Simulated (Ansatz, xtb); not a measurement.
## A geometry optimisation of ClFGaH2NSi with r2SCAN-D4/def2-SVP

The starting geometry of this gas-phase triplet was built from a drawn formula by distance geometry; its bonds are those of `F[Si][NH][GaH][Cl]`.

| atom | x (Å) | y (Å) | z (Å) |
| --- | --- | --- | --- |
| Cl | -1.2863 | -0.9853 | 3.1892 |
| F | -3.0663 | -0.4457 | -2.2264 |
| Ga | -0.8241 | -1.1073 | 1.0988 |
| N | -2.5277 | -1.8815 | 0.2029 |
| Si | -3.4059 | -0.5195 | -0.5737 |
| H | -2.1851 | -2.4328 | -0.6410 |
| H | 0.3417 | -0.6733 | 0.4237 |

Q: Predict what it relaxes into with r2SCAN-D4/def2-SVP.

A: A new bond forms, giving a structure given below by its coordinates. Contacts that close: Ga3–Si5 (3.13 → 2.62 Å).

The energy falls by 1.10 eV over 17 steps:

```csv
step,E − E(last) (eV)
1,1.096
3,0.440
5,0.310
6,0.261
8,0.148
10,0.072
12,0.010
13,0.005
15,0.000
17,0.000
```

Final geometry (Å):

```yaml
atoms:
  - { symbol: Cl, position_ang: [-1.3793, -1.2247, 3.0049] }
  - { symbol: F, position_ang: [-2.9434, 0.0418, -2.0706] }
  - { symbol: Ga, position_ang: [-1.0137, -0.9472, 0.8918] }
  - { symbol: N, position_ang: [-2.1683, -2.0171, -0.2223] }
  - { symbol: Si, position_ang: [-3.1440, -0.6377, -0.6024] }
  - { symbol: H, position_ang: [-2.6237, -2.8647, 0.1296] }
  - { symbol: H, position_ang: [0.3186, -0.3959, 0.3423] }
```

From the same start GFN2-xTB ends elsewhere, differing in Ga3–Si5 (3.08 against 2.62 Å here), Ga3–H7 (3.76 against 1.54 Å here), Si5–H7 (1.46 against 3.60 Å here).

No frequencies were run, so the end isn't proven a minimum. Open shells are spin-unrestricted. The triplet needn't be the ground state. Run with Ansatz 0.2.0, 76 s on 2 threads of Intel(R) Xeon(R) 6975P-C (Granite Rapids), on a shared host.
